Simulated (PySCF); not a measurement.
**Computed properties of C₃H₇NSi, SMILES C1([SiH2]CN=1)C**

C3H7NSi, SMILES C1[SiH2]C(=N1)C. Coordinates come from a PBE0-D3(BJ)/def2-SVP optimisation. This is a generated structure with no PubChem entry under its InChIKey; it may be hypothetical. One conformer was computed; it need not be the lowest. All values are computed for the isolated molecule unless a solvent is named; none is compared with measurement here.

**Structure.** The optimised structure has Cs symmetry. All 30 harmonic modes at PBE0-D3(BJ)/def2-SVP (PySCF) are real, so it is a minimum. With heavy atoms numbered as in [CH3:1][C:2]1=[N:3][CH2:4][SiH2:5]1, the shortest bond between them is C2–N3 at 1.289 Å and the longest C4–Si5 at 1.907 Å.

**Vibrations.** The strongest infrared lines (harmonic, unscaled, degenerate partners summed) lie at 2206 cm⁻¹ (128 km/mol, H 98 %), 2216 cm⁻¹ (126 km/mol, H 96 %), 779 cm⁻¹ (102 km/mol, H 59 %, Si 21 %, C 14 %). The softest mode is at 134 cm⁻¹ and the zero-point energy is 57.7 kcal/mol.

**Electronic structure.** ωB97X/def2-TZVP (PySCF) places the frontier levels at -9.11 and 1.78 eV, a gap of 10.89 eV, and gives a dipole moment of 1.70 D and a mean polarisability of 66.8 bohr³. PBE/def2-TZVP (PySCF) at the same geometry gives -5.40 and -1.59 eV, so its gap is 7.08 eV narrower. An orbital gap is neither the optical nor the fundamental gap.

**Excitations.** TDA-M06-2X/def2-SVPD (PySCF) has S1 at 4.24 eV (293 nm, f = 0.000, dark); the most intense of the 10 singlets computed lies at 7.68 eV (f = 0.12). T1 (TDA) is at 3.52 eV, 0.72 eV under S1. TDA-PBE/def2-SVPD (PySCF) puts S1 at 4.22 eV. No vertical singlet excitation falls in the visible range (under 3.1 eV).

**NMR.** GIAO shifts at PBE0/pcSseg-1 (PySCF) (non-relativistic, atoms alike by connectivity averaged): ¹³C from 29.7 to 201.4 ppm against TMS; ¹H from 2.4 to 6.2 ppm against TMS; ²⁹Si at -14.3 ppm against TMS.

**Solvation.** SMD-B3LYP/def2-SVP (PySCF) gives -1.3 kcal/mol in water, -3.3 kcal/mol in acetonitrile, -3.6 kcal/mol in dichloromethane (1 M in both phases, gas-phase geometry).
